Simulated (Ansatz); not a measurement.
Name a neutral molecule of C, Ge, N and H with size of the dipole moment (PBE/def2-TZVPP) between 1.20 and 1.50 D and vertical ionisation energy (CCSD(T)/def2-TZVPP) between 8.35 and 8.65 eV (Ansatz, PBE0-D4/def2-TZVP geometry).

`[CH3][Ge][NH2]` (1.46 D, 8.47 eV). Other molecules can fit too; these were computed, each in one conformer that needn't be the lowest.
